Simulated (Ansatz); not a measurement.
One change: `[NH2][AlH][O][SiH2][SiH3]` becomes `CBO[SiH2][SiH3]`.

Ansatz, PBE0-D4/def2-TZVP geometries, multiplicity 1. Each molecule was computed in one conformer, which needn't be the lowest.

```json
{"property": "LUMO energy (ωB97M-V/def2-TZVPP) / eV", "`[NH2][AlH][O][SiH2][SiH3]`": "1.25"}
{"property": "HOMO energy (ωB97M-V/def2-TZVPP) / eV", "`[NH2][AlH][O][SiH2][SiH3]`": "-9.78"}
{"property": "HOMO energy (PBE0/def2-TZVPP) / eV", "`[NH2][AlH][O][SiH2][SiH3]`": "-7.61"}
{"property": "HOMO–LUMO gap (PBE0/def2-TZVPP) / eV", "`[NH2][AlH][O][SiH2][SiH3]`": "7.19"}
{"property": "HOMO–LUMO gap (PBE/def2-TZVPP) / eV", "`[NH2][AlH][O][SiH2][SiH3]`": "4.98"}
{"property": "size of the dipole moment (PBE/def2-TZVPP) / D", "`[NH2][AlH][O][SiH2][SiH3]`": "1.38"}
```

Question: Give the same properties after the change, and the shifts. (An estimate is asked.)

Answer: The calculation gave: 
| property | `CBO[SiH2][SiH3]` | shift |
| --- | --- | --- |
| LUMO energy (ωB97M-V/def2-TZVPP) / eV | 1.36 | 0.11 |
| HOMO energy (ωB97M-V/def2-TZVPP) / eV | -10.13 | -0.35 |
| HOMO energy (PBE0/def2-TZVPP) / eV | -8.01 | -0.40 |
| HOMO–LUMO gap (PBE0/def2-TZVPP) / eV | 7.66 | 0.47 |
| HOMO–LUMO gap (PBE/def2-TZVPP) / eV | 5.46 | 0.48 |
| size of the dipole moment (PBE/def2-TZVPP) / D | 1.01 | -0.37 |

With PBE0 the HOMO falls by 0.40 eV and the LUMO rises by 0.06 eV, so the gap widens by about 0.46 eV. PBE moves the HOMO by -0.48 eV and ωB97M-V by -0.35 eV. Dipoles are sizes alone; their direction can turn.
